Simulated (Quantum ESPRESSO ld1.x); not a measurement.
Values are calculated unless marked as measured or tabulated.
Task: Excited configurations of Be II: one electron is placed in a higher orbital outside [He]. The ground configuration is [He] 2s1. Code: ld1.x of Quantum ESPRESSO 7.5. Model: scalar-relativistic Kohn-Sham, LDA (Slater exchange, Perdew-Zunger correlation), spin-polarised, spherical densities, point nucleus; open shells are filled with parallel spins first. Excitation = E - E(ground); binding = E(ion) - E, where the ion is the core of charge +2; n* = 2/sqrt(2 binding) in atomic units, and the quantum defect is n - n*.

| outer orbital | excitation (eV) | binding (eV) | n* | quantum defect | eigenvalue (eV) | <r> (bohr) |
|---|---|---|---|---|---|---|
| 4s | 14.119 | 4.135 | 3.628 | 0.372 | -3.345 | 10.14 |
| 4p | 14.480 | 3.774 | 3.797 | 0.203 | -3.018 | 10.65 |
| 4f | 14.767 | 3.487 | 3.951 | 0.049 | -2.565 | 8.900 |
| 5s | 15.643 | 2.611 | 4.566 | 0.434 | -2.134 | 16.22 |
| 5f | 15.952 | 2.302 | 4.862 | 0.138 | -1.800 | 15.39 |
| 6p | 16.554 | 1.701 | 5.657 | 0.343 | -1.396 | 24.67 |
| 6f | 16.627 | 1.628 | 5.783 | 0.217 | -1.307 | 23.29 |
| 7f | 17.043 | 1.211 | 6.704 | 0.296 | -0.988 | 32.61 |

Estimate the row for 3s.

Result: excitation (eV) 10.694; binding (eV) 7.561; n* 2.683; quantum defect 0.317; eigenvalue (eV) -6.034; <r> (bohr) 5.492. The Delta-SCF ionisation energy is 18.254 eV (NIST Atomic Spectra Database: 18.211 eV, measured). Self-interaction in the functional shifts the binding energies and quantum defects, so they are the method's values and not measured ones.
